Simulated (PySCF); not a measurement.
# A ladder of Hamiltonians for Ge(30+) (germanium, charge +30)

Occupied: 1s1/2. Hartree-Fock calculated with PySCF 2.14 in an uncontracted even-tempered set (16 s from 3.5 bohr⁻², ratio 2.7; 11 p from 4.2 bohr⁻², ratio 2.7), Gaussian nucleus throughout. NR is non-relativistic, sf-X2C the spin-free one-electron X2C Hamiltonian, X2C adds the bare one-electron spin-orbit term, X2C-SNSO screens it by Boettger's factors, DC is four-component Dirac-Coulomb, and the Gaunt and Breit terms are added at first order (total energies over the DC spinors, levels after relaxing the spinors in that mean field). QED terms are absent. Levels marked empty are virtual spinors of this ion.

```
   level (eV)        NR    sf-X2C       X2C  X2C-SNSO
        1s1/2  -13392.3  -13570.8  -13570.8  -13570.8
2s1/2 (empty)   -3143.1   -3195.4   -3195.4   -3195.4
2p1/2 (empty)   -3084.7   -3106.5   -3135.2   -3134.3
2p3/2 (empty)   -3084.7   -3106.5   -3092.8   -3093.2
3s1/2 (empty)   -1379.4   -1397.8   -1397.8   -1397.8
```

Where do the four-component calculations put these levels?

1s1/2: DC -13576.5, DC+Gaunt -13565.0, DC+Breit -13565.0; 2s1/2 (empty): DC -3195.9, DC+Gaunt -3194.7, DC+Breit -3194.9; 2p1/2 (empty): DC -3133.9, DC+Gaunt -3131.4, DC+Breit -3131.8; 2p3/2 (empty): DC -3093.7, DC+Gaunt -3092.4, DC+Breit -3092.7; 3s1/2 (empty): DC -1398.0, DC+Gaunt -1397.6, DC+Breit -1397.7 (eV).

```json
{"Hamiltonian": "NR", "E (hartree)": "-1004.0968", "E − E(DC) (hartree)": "13.9393", "CPU seconds": "0.16"}
{"Hamiltonian": "sf-X2C", "E (hartree)": "-1017.8248", "E − E(DC) (hartree)": "0.2113", "CPU seconds": "0.09"}
{"Hamiltonian": "X2C", "E (hartree)": "-1017.8248", "E − E(DC) (hartree)": "0.2113", "CPU seconds": "0.09"}
{"Hamiltonian": "X2C-SNSO", "E (hartree)": "-1017.8248", "E − E(DC) (hartree)": "0.2113", "CPU seconds": "0.09"}
{"Hamiltonian": "DC", "E (hartree)": "-1018.0361", "E − E(DC) (hartree)": "0.0000", "CPU seconds": "1.9"}
{"Hamiltonian": "DC+Gaunt", "E (hartree)": "-1017.6056", "E − E(DC) (hartree)": "0.4304", "CPU seconds": "3.3"}
{"Hamiltonian": "DC+Breit", "E (hartree)": "-1017.6056", "E − E(DC) (hartree)": "0.4304", "CPU seconds": "32"}
```

Weight of the small component: 1s1/2 0.0136, 2s1/2 0.00315, 2p1/2 0.00312, 2p3/2 0.00308, 3s1/2 0.00138.

Koopmans' value for the highest occupied level at DC+Breit: 13565.0 eV, against an ionisation energy of 13557.4 eV (theoretical estimate listed by NIST; NIST Atomic Spectra Database, ionization energies); the former lacks relaxation, correlation, QED and recoil.

The whole ladder took 38 s of wall time on 1 thread of Intel(R) Xeon(R) Platinum 8375C CPU @ 2.90GHz (shared host), launched as `OMP_NUM_THREADS=1 python relrun2.py TASK.json OUT` (a driver that calls PySCF for each Hamiltonian).
